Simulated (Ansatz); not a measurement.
Basis sets compared for Au2S (the lowest singlet isomer of a short search). The state is a singlet with charge 0. Geometry PBE-D4/def2-TZVP. Ansatz on 4 threads of Arm Neoverse V1 on a shared host; times are rough, and most runs start from earlier orbitals.

Cartesian coordinates in Å:
```
Au -1.5148 -0.2966 0.6978
Au 1.0844 1.2071 -0.4861
S 0.4304 -0.9106 -0.2117
```

In the def2 sets Au takes a core potential; there is no spin–orbit coupling. The structure comes from a short search, and lower isomers may exist.

Binding counts from free atoms (Au doublet, S triplet) in the same basis, without a counterpoise term.

| level | functions | energy (Eh) | HOMO (eV) | LUMO (eV) | binding per atom (eV) | wall time |
| --- | --- | --- | --- | --- | --- | --- |
| PBE-D4/def2-SVP | 82 | -669.4798 | -5.37 | -3.96 | 1.81 | 0.7 s |
| PBE-D4/def2-TZVP | 117 | -669.6364 | -5.38 | -4.01 | 1.87 | 1.1 s |
| r2SCAN-D4/def2-TZVP (with forces) | 117 | -669.8031 | -5.51 | -3.79 | 1.83 | 2.9 s |
| PBE0-D4/def2-SVP | 82 | -669.4096 | -6.35 | -3.04 | 1.62 | 1.1 s |
| PBE0-D4/def2-TZVP | 117 | -669.5644 | -6.35 | -3.08 | 1.69 | 1.7 s |

**Question.** Estimate the rows for PBE-D4/def2-TZVPD, r2SCAN-D4/def2-TZVPD, PBE0-D4/def2-TZVPD.

**Answer.** 
| level | functions | energy (Eh) | HOMO (eV) | LUMO (eV) | binding per atom (eV) | wall time |
| --- | --- | --- | --- | --- | --- | --- |
| PBE-D4/def2-TZVPD | 132 | -669.6385 | -5.40 | -4.02 | 1.88 | 1.2 s |
| r2SCAN-D4/def2-TZVPD | 132 | -669.8051 | -5.52 | -3.79 | 1.84 | 2.9 s |
| PBE0-D4/def2-TZVPD | 132 | -669.5664 | -6.36 | -3.08 | 1.70 | 1.6 s |
